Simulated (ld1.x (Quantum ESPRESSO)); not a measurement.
## Pseudopotential generation for manganese: PAW, PBEsol, scalar-relativistic.

manganese (Mn), PAW, made with ld1.x (Quantum ESPRESSO) 7.5 (PBEsol, scalar-relativistic). Core [Ar], reference 3d5 4s1.5 4p0.5. Waves: 4s (bound): rcut 1.40, rcutus 1.90 bohr; 4s channel at 2.05 Ry: rcut 1.40, rcutus 1.90 bohr; 4p (bound): rc 1.25 bohr; 4p channel at 2.65 Ry: rc 1.25 bohr; 3d (bound): rcut 0.85, rcutus 0.90 bohr; 3d channel at 0.05 Ry: rcut 0.85, rcutus 0.90 bohr. Local part: all-electron potential smoothed inside 0.75 bohr (lloc = -1). Core correction: Bessel-smoothed model core inside 0.75 bohr. Augmentation charge: BESSEL, radius 0.70 bohr.

(1) Does this generation succeed?

Results:

(1) No. ld1.x (Quantum ESPRESSO) 7.5 stopped with "invmat: error in DGETRF": a PAW channel has rcut = rcutus, so it is not pseudised and its block of the matrix B = ⟨φ|χ⟩ is zero.
